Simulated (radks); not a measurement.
All-electron atom: Cd2+ in [Kr] 4d10.

Calculated with a radial shooting solver on a logarithmic mesh with Libxc functionals: scalar-relativistic Kohn-Sham, AM05, spin-polarised, spherical densities, finite nucleus; Fermi nuclear charge, rms radius 4.6087 fm.

Energy parts (eV):
| part | energy |
|---|---|
| total | -152077.448 |
| kinetic | 158207.073 |
| electron-nucleus | -366968.652 |
| Hartree | 60738.752 |
| exchange-correlation | -4054.622 |

Orbitals (lengths in bohr, moments of r in powers of bohr; <r^-3> diverges for s and p1/2):
orbital	occ.	eigenvalue (eV)	<r>	<r^4>	<r^-3>
1s	2	-26513.04	0.03042	4.076e-06	-
2s	2	-3952.932	0.1318	0.0007194	-
2p	6	-3550.397	0.1149	0.0005157	4062
3s	2	-751.5322	0.3588	0.03317	-
3p	6	-619.4911	0.3574	0.03532	735.0
3d	10	-412.4676	0.3349	0.03320	100.8
4s	2	-124.5932	0.8795	1.156	-
4p	6	-85.7648	0.9602	1.758	125.5
4d	10	-30.4292	1.251	6.721	10.61

The highest occupied level is 4d at -30.429 eV. For comparison, the ionisation energy in NIST's Atomic Spectra Database is 37.47 eV (measured). In exact Kohn-Sham theory the highest level is minus the ionisation energy, but local and semilocal functionals leave it too shallow, through self-interaction and a potential that decays too fast; potentials with the right tail come closer. The electron density at the nucleus is 1.631e+05 e/bohr^3 (large components only). The density falls to 0.001 e/bohr^3 at r = 3.23 bohr.
